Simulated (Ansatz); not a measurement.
Consider the substitution at a C–N bond: `C=CN([SiH3])[SiH2]Cl` + `N=O` → `C=CN=O` + `[SiH3]N[SiH2]Cl`.

Gas-phase electronic energies from Ansatz, PBE0-D4/def2-TZVP geometries. CCSD(T)/CBS is the MP2 limit (def2-TZVPP, def2-QZVPP) plus CCSD(T) − MP2 in def2-TZVPP, frozen cores. This one scheme is used for every species. Functionals use def2-TZVPP. B3LYP here is the variant with VWN-RPA as its local correlation; programs differ in this. One conformer a species, not always the lowest.

**Question.** Is it downhill or uphill in electronic energy at CCSD(T)/CBS, and by how much? (An estimate is asked.)

**Answer.** Ansatz gave: Downhill: ΔE = -54.2 kJ/mol.

**Question.** What do these levels give: PBE0-D4, ωB97X-V, B3LYP, MP2/def2-TZVPP, SCS-MP2/def2-TZVPP, SCS-MP2/def2-QZVPP? (An estimate is asked.)

**Answer.** Ansatz gave: PBE0-D4 -56.5, ωB97X-V -54.3, B3LYP -75.0, MP2/def2-TZVPP -50.6, SCS-MP2/def2-TZVPP -52.4, SCS-MP2/def2-QZVPP -54.6 kJ/mol.

Largest T1 diagnostic among the species: 0.015.

In def2-TZVPP, CCSD(T) changes the Hartree–Fock value by +20.0 kJ/mol (the triples alone add +0.2 kJ/mol) and MP2 by +20.8 kJ/mol. From PBE to PBE0 (25 % exact exchange), in def2-TZVPP and without D4, ΔE moves by +4.9 kJ/mol. The D4 term adds +15.5 kJ/mol with B3LYP and +8.5 kJ/mol with PBE0; it sums over pairs of atoms, weighted by their polarisabilities, and B3LYP, whose exchange is more repulsive, gets the larger term.
